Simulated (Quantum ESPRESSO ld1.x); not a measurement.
The numbers below are computed, except where a source is named.
Ca, configuration [Ar] 4s2. Code: ld1.x of Quantum ESPRESSO 7.5. Model: Dirac Kohn-Sham, relativistic LDA (MacDonald-Vosko exchange, VWN5 correlation), spin-unpolarised, spherical densities, point nucleus.

Radial electron density D(r) = 4 pi r^2 rho(r):

r (bohr)  D(r) (e/bohr)
0.003774         0.8636
0.004953          1.411
0.006501          2.272
0.008534          3.589
0.0112            5.527
0.0147            8.236
0.0193            11.75
0.02533           15.86
0.03325           19.91
0.04364           22.81
0.05728           23.39
0.07519           21.36
0.09869           18.28
0.1295            17.20
0.17              19.89
0.2232            23.85
0.293             23.58
0.3845            16.95
0.5047            9.005
0.6625            6.079
0.8696            7.340
1.141             7.320
1.498             4.587
1.967             1.921
2.581            0.8652
3.388            0.6573
4.447            0.4521
5.837            0.1885
7.662           0.04123
10.06          0.004141
13.2          0.0001639

D(r) has 3 maxima, at r = 0.0529, 0.254, 0.996 bohr, and minima at 0.122, 0.663 bohr, inside which lie 2.15, 10.36 electrons.
